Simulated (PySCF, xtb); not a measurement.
C2H5N, SMILES C=NC.

GFN2-xTB (xtb) at its own geometry gives an orbital gap of 3.72 eV and a dipole moment of 1.44 D.

Coordinates come from a PBE0-D3(BJ)/def2-TZVP optimisation.

Q: What does PySCF with PBE/def2-TZVPD give? (An estimate is asked for; the answer gives what the named calculation found.)

A: gap 4.42 eV (levels -5.91 and -1.49 eV), dipole 1.40 D.
